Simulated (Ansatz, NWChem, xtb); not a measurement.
## Ligand exchange: SnH2F2 + C2H6 → SnH3F + C2H5F

Species: SnH2F2 `[F][SnH2][F]`, singlet; C2H6 (ethane) `CC`, singlet; SnH3F `[F][SnH3]`, singlet; C2H5F `CCF`, singlet. The partners trade F for H: Sn–F and C–H bonds give way to Sn–H and C–F.

Shapes, held fixed at every level: PBE0-D4/def2-TZVP. Programs: Ansatz 0.2.0, NWChem 7.3.0, xtb 6.7.1. The zero-point and thermal change to 298 K, harmonic and unscaled (PBE0-D4/def2-TZVP), is -6.7 kJ/mol.

```csv
level,kind,ΔH(298 K) (kJ/mol),less CCSD(T)/def2-TZVPP
GFN0-xTB,semi-empirical,-55.9,-181.6
SPW92/def2-TZVPP,LDA,+112.5,-13.2
PBE0/def2-SVP,global hybrid,+105.1,-20.6
B3LYP-D4/def2-TZVPP,global hybrid,+127.0,+1.3
BHLYP-D4/def2-TZVPP,global hybrid,+125.1,-0.6
r2SCAN0-D4/def2-TZVPP,global hybrid,+126.6,+0.9
MP2/def2-TZVPP,perturbation theory,+135.4,+9.7
CCSD/def2-TZVPP,coupled cluster or CI,+124.4,-1.3
CCSD(T)/def2-TZVPP,coupled cluster or CI,+125.7,0.0
```

The highest level, CCSD(T)/def2-TZVPP, gives ΔH(298 K) = +125.7 kJ/mol; the levels span -55.9 to +135.4. They disagree on the sign: 8 of 9 are positive. GFN0-xTB strays far from the other rows. The column of differences is taken from that level and isn't an error. No measured value is set beside it here. For atoms past krypton def2 sets carry core potentials with scalar relativity. Outer-core shells of Sn are correlated in most correlated rows, in sets that cover them unevenly.
